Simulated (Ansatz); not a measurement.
Molecule: WO₂, charge 0, multiplicity 3. This is an excited triplet: at this geometry the singlet lies 0.23 eV lower at RI-MP2/CBS(def2-TZVPPD,def2-QZVPPD)+[CCSD(T)-MP2]/def2-TZVPPD. SMILES: [O]=[W]=[O]
Coordinates optimised at B3LYP-D3(BJ)/def2-TZVP (Ansatz, a program for electronic structure):
```
W
O 1 1.7151
O 1 1.7151 2 113.29
```
Charge 0, spin multiplicity 3.

Property: vertical singlet-triplet gap (E(singlet) - E(triplet); the singlet is one closed-shell determinant, which may describe it poorly; each state is the SCF solution reached for its spin; for the singlet the Hartree-Fock reference is unstable and T1 is 0.040), in eV. Cores are frozen in the correlated levels unless marked. UHF or UKS for open shells. No spin-orbit coupling. Frozen are the shells of the preceding noble gas and the d and f shells that filled before the atom's block. In def2 rows, elements after Kr have scalar-relativistic effective core potentials. CBS marks a two-point X^-3 extrapolation of the correlation energy; Hartree-Fock from the larger set. [CCSD(T)-MP2]/basis is that difference in the basis named.

```tsv
level	program	vertical singlet-triplet gap (eV)	minus last row
HF/def2-TZVPPD	Ansatz	1.14	1.37
SVWN5/def2-TZVPD	Ansatz	-0.30	-0.07
PBE/def2-TZVPD	Ansatz	-0.07	0.16
BHLYP/def2-TZVPD	Ansatz	0.25	0.48
wB97M-V/def2-TZVPD	Ansatz	0.01	0.24
B2PLYP/def2-TZVPD	Ansatz	-0.12	0.11
MP2/def2-SVPD	Ansatz	-0.21	0.02
MP2/def2-TZVPPD	Ansatz	-0.24	-0.01
RI-MP2/def2-TZVPPD	Ansatz	-0.24	-0.01
RI-MP2/def2-QZVPPD	Ansatz	-0.25	-0.02
SCS-MP2/def2-TZVPPD	Ansatz	-0.46	-0.23
CCSD/def2-TZVPPD	Ansatz	0.04	0.27
CCSD(T)/def2-SVPD	Ansatz	-0.20	0.03
CCSD(T)/def2-TZVPPD	Ansatz	-0.20	0.03
RI-MP2/CBS(def2-TZVPPD,def2-QZVPPD)+[CCSD(T)-MP2]/def2-TZVPPD	Ansatz	-0.23	0.00
```
